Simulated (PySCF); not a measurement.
Species: C5H8NSi2 (doublet state).
Structure used (GFN2-xTB), in Å, numbered top down from 1:
```
atom  x, y, z in Å
N1     4.7693    2.6112   -1.7967
C2     4.0743    1.8156   -1.3213
C3     3.2611    0.8921   -0.7761
C4     2.4977    0.1031   -0.2161
Si5    1.4084   -1.2002    0.3557
C6    -0.4428   -1.0094    0.0165
C7    -1.1075   -0.0708    1.0311
Si8   -2.9553    0.2134    0.6577
H9     1.8234   -1.9881    1.5032
H10   -0.9418   -1.9814    0.0460
H11   -0.5946   -0.6125   -0.9897
H12   -0.9895   -0.4783    2.0379
H13   -0.5849    0.8881    1.0277
H14   -3.5084    1.1223    1.6598
H15   -3.6458   -1.0784    0.7065
H16   -3.0712    0.7820   -0.6860
```

The hyperfine couplings belong to this conformer and change with its torsions.

As a line formula: `N#CC#C[SiH]CC[SiH3]` [radical].

Method used: PySCF, UKS B3LYP, pcH-1 on C H N Si, non-relativistic, mean-field spin-orbit, GIAO. One conformer (not necessarily the lowest) at the GFN2-xTB geometry, without solvent, vibrations or thermal averaging. The geometry wasn't refined by DFT: couplings that depend on bond lengths, twists or pyramidal angles can differ widely from those at the functional's own minimum, by a factor of two or more for some ions and for spin on atoms past the first row. No stability test was run, so a lower SCF solution isn't excluded.

Principal values of hyperfine tensors in MHz (contact, dipolar and spin–orbit terms together), for some of the nuclei:

```tsv
atom	isotope	A1	A2	A3
Si5	29Si	-388.52	-143.83	-143.33
C7	13C	32.72	32.80	40.60
C4	13C	-42.17	-27.91	-15.31
C2	13C	-30.81	-24.55	-15.32
C3	13C	-0.15	6.84	63.92
H9	1H	-32.07	-19.59	-14.43
H10	1H	1.71	3.00	9.67
H11	1H	1.02	2.22	8.66
```

Q: Split each tensor into its isotropic and traceless parts, and turn a_iso into mT with g = 2.0028.

A: a_iso = (A1 + A2 + A3)/3, Ti = Ai − a_iso; 1 mT corresponds to 28.032 MHz. The tensors hold a spin–orbit part: the run splits a_iso into a_FC + a_SO, and T includes its anisotropic share.

| atom | a_iso (MHz) | a_FC | a_SO | a_iso (mT) | T1 | T2 | T3 |
| --- | --- | --- | --- | --- | --- | --- | --- |
| Si5 | -225.23 | -226.30 | 1.08 | -8.035 | -163.29 | 81.40 | 81.89 |
| C7 | 35.37 | 35.37 | 0.00 | 1.262 | -2.65 | -2.57 | 5.23 |
| C4 | -28.47 | -28.46 | -0.01 | -1.015 | -13.70 | 0.55 | 13.15 |
| C2 | -23.56 | -23.57 | 0.01 | -0.840 | -7.25 | -0.99 | 8.24 |
| C3 | 23.54 | 23.67 | -0.13 | 0.840 | -23.69 | -16.69 | 40.38 |
| H9 | -22.03 | -22.05 | 0.02 | -0.786 | -10.04 | 2.44 | 7.60 |
| H10 | 4.80 | 4.79 | 0.00 | 0.171 | -3.08 | -1.79 | 4.87 |
| H11 | 3.97 | 3.97 | 0.00 | 0.142 | -2.94 | -1.75 | 4.69 |

Q: What spin density at the nucleus of H9 lies behind its contact coupling (g_N = 5.58569)?

A: a_FC = (2μ0/3) gₑ μB g_N μN ρ(0)/(2S·h) = 800.24 MHz × g_N × ρ(0)/(2S), with ρ in bohr⁻³. With a_FC = -22.05 MHz and 2S = 1, ρ(0) = -0.004932 bohr⁻³. In magnitude that is 1.5 % of the 1/π = 0.318 of a free hydrogen atom.

Q: Si8 (29Si, g_N = -1.11058) isn't in the table. Its spin density at the nucleus is 0.01426 bohr⁻³. What is its contact coupling?

A: By the same relation, a_FC = -12.67 MHz. Its full tensor has the principal values -16.67, -10.67, -10.61 MHz.

Q: Which nucleus of the table has the largest anisotropic coupling, and what is its form?

A: Si5: -163.3, 81.4, 81.9 MHz (the dipolar term alone has -162.3, 80.8, 81.5), axial, in the ratio +1:+1:−2, the form that spin in one p orbital centred on that nucleus gives (the nuclear moment is negative).

Q: What first-order splitting does Si5 cause when the field lies along A1, A2 or A3 of its tensor (g taken as isotropic, no quadrupole term)?

A: 2 lines (I = 1/2), spaced by |A_i|/(g × 13.996): 13.86, 5.13, 5.11 mT along the axes of A1, A2 and A3.

Hardware: one thread, Arm Neoverse V2 (aarch64) (shared host). Cost: 1.8 min wall (grids of density and orbitals included), 1.1 GiB resident at most.
